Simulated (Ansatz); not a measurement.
Task: Predict a relaxed structure of `CN(C)c1ccc(-c2ccc(-c3ccc(-c4ccc(C#N)cc4)cc3)cc2)cc1`, charge 0, singlet, at r2SCAN-D4/def2-SVP (Ansatz).

Result: 
```xyz
51

C    -1.7878   -8.0103   -2.9756
N    -0.7436   -7.1102   -3.4098
C     0.1914   -7.5199   -4.4334
C    -0.6149   -5.8724   -2.8195
C     0.3930   -4.9610   -3.2251
C     0.5155   -3.7148   -2.6210
C    -0.3481   -3.2935   -1.5914
C    -0.2102   -1.9687   -0.9587
C    -1.3317   -1.2675   -0.4709
C    -1.2016   -0.0175    0.1273
C     0.0580    0.5956    0.2714
C     0.1971    1.9201    0.9094
C    -0.7945    2.9103    0.7617
C    -0.6621    4.1599    1.3605
C     0.4652    4.4764    2.1432
C     0.6037    5.8000    2.7831
C     1.2309    5.9369    4.0389
C     1.3642    7.1800    4.6477
C     0.8686    8.3347    4.0095
C     1.0027    9.6156    4.6292
N     1.1133   10.6609    5.1342
C     0.2393    8.2137    2.7543
C     0.1119    6.9643    2.1573
C     1.4556    3.4866    2.2952
C     1.3263    2.2403    1.6890
C     1.1804   -0.1026   -0.2146
C     1.0492   -1.3514   -0.8151
C    -1.3488   -4.2014   -1.1943
C    -1.4844   -5.4551   -1.7799
H    -1.7538   -8.9250   -3.5808
H    -1.6760   -8.3018   -1.9131
H    -2.7925   -7.5635   -3.0954
H    -0.0517   -8.5388   -4.7600
H     0.1509   -6.8613   -5.3217
H     1.2350   -7.5210   -4.0655
H     1.0812   -5.2206   -4.0309
H     1.2898   -3.0331   -2.9856
H    -2.3279   -1.7054   -0.5808
H    -2.0935    0.4880    0.5094
H    -1.6755    2.7010    0.1484
H    -1.4593    4.8989    1.2374
H     1.5949    5.0464    4.5590
H     1.8432    7.2688    5.6262
H    -0.1368    9.1086    2.2518
H    -0.3531    6.8896    1.1704
H     2.3531    3.7057    2.8810
H     2.1069    1.4890    1.8382
H     2.1725    0.3517   -0.1364
H     1.9452   -1.8722   -1.1646
H    -2.0243   -3.9327   -0.3765
H    -2.2666   -6.1213   -1.4130
```
Point group C2 (tolerance 0.1 Å). This is one stationary point.

Single mean-field runs in def2-SVP are fitted with def2-universal-jkfit.
